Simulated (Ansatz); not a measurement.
Reaction (ligand exchange at the Si–F bond): `F[SiH3]` + `[OH][Sn][O][SiH3]` → `[SiH3][O][Sn][O][SiH3]` + H–F

Calculated with Ansatz (gas phase, PBE0-D4/def2-TZVP geometries, no zero-point term in ΔE). CCSD(T)/CBS is the MP2 limit (def2-TZVPP, def2-QZVPP) plus CCSD(T) − MP2 in def2-TZVPP, frozen cores. This one scheme is used for every species. DFT in def2-TZVPP. def2 core potentials past Kr. For Sn outer-core shells are correlated without core-valence functions, which leaves a few kJ/mol of doubt a bond. One conformer a species, not always the lowest.

`F[SiH3]`:

```xyz
5

F     1.505   -0.141   -0.383
Si   -0.039    0.004    0.010
H    -0.837   -0.830   -0.920
H    -0.419    1.430   -0.113
H    -0.210   -0.463    1.406
```

`[OH][Sn][O][SiH3]`:

```xyz
8

O     1.246    1.754   -1.184
Sn    1.770   -0.101   -1.597
O     0.475   -1.015   -0.396
Si   -0.717   -0.707    0.670
H     0.537    1.866   -0.543
H    -0.392   -1.288    2.000
H    -0.913    0.766    0.855
H    -2.007   -1.275    0.195
```

`[SiH3][O][Sn][O][SiH3]`:

Cartesian coordinates in Å:
```
Si -0.355 0.657 -1.863
O 0.925 -0.345 -1.709
Sn 2.163 -1.288 -0.498
O 1.229 -0.936 1.202
Si -0.103 -0.384 1.968
H -1.623 -0.119 -1.948
H -0.207 1.465 -3.103
H -0.453 1.590 -0.705
H -0.320 -1.168 3.214
H -1.314 -0.521 1.111
H 0.056 1.051 2.331
```

H–F:

```xyz
2

F     0.163    0.382   -0.197
H    -0.163   -0.382    0.197
```

Is it downhill or uphill in electronic energy at CCSD(T)/CBS, and by how much? (Best estimate.)

Ansatz gave: Uphill: ΔE = +4.9 kcal/mol.

What do these levels give: revPBE-D4, MP2/def2-SVP, CCSD/def2-SVP, MP2/def2-TZVPP, CCSD(T)/def2-TZVPP, MP2/CBS(def2)? (An estimate is asked.)

Computed: revPBE-D4 5.5, MP2/def2-SVP 4.0, CCSD/def2-SVP 4.1, MP2/def2-TZVPP 4.9, CCSD(T)/def2-TZVPP 5.2, MP2/CBS(def2) 4.6 kcal/mol.

Largest T1 diagnostic among the species: 0.016.

The D4 term adds −3.3 kcal/mol with B3LYP and −1.9 kcal/mol with PBE0; it sums over pairs of atoms, weighted by their polarisabilities, and B3LYP, whose exchange is more repulsive, gets the larger term. From PBE to PBE0 (25 % exact exchange), in def2-TZVPP and without D4, ΔE moves by −1.2 kcal/mol. In def2-TZVPP, CCSD(T) changes the Hartree–Fock value by −1.8 kcal/mol (the triples alone add −0.2 kcal/mol) and MP2 by −2.1 kcal/mol.

B3LYP here is the variant with VWN-RPA as its local correlation; programs differ in this.
